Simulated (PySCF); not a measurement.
This script is equivalent to a calculation on In⁺ (indium, charge +1).

```python
from pyscf import gto, scf, dft, mp, cc
import basis_set_exchange as bse
txt = bse.get_basis("aug-cc-pV5Z-PP", elements=["In"], fmt="nwchem", header=False)
cut = txt.index("\nECP")
mol = gto.M(atom="In 0 0 0", charge=1, spin=0, symmetry="D2h",
            basis=gto.basis.parse(txt[:cut]),
            ecp={"In": gto.basis.parse_ecp(txt[cut:])})
mf = dft.UKS(mol, xc="HYB_MGGA_XC_R2SCANH")
mf.irrep_nelec = {'Ag': (4, 4), 'B1g': (1, 1), 'B2g': (1, 1), 'B3g': (1, 1), 'B1u': (1, 1), 'B2u': (1, 1), 'B3u': (1, 1)}
mf.kernel()
```

Task: What total energy does it give?

Result: -189.959 hartree (calculated).

Task: Which occupied shell lies highest, and where?

Result: 5s, at -15.522 eV.

Energies and moments cover only the electrons outside the core potential.
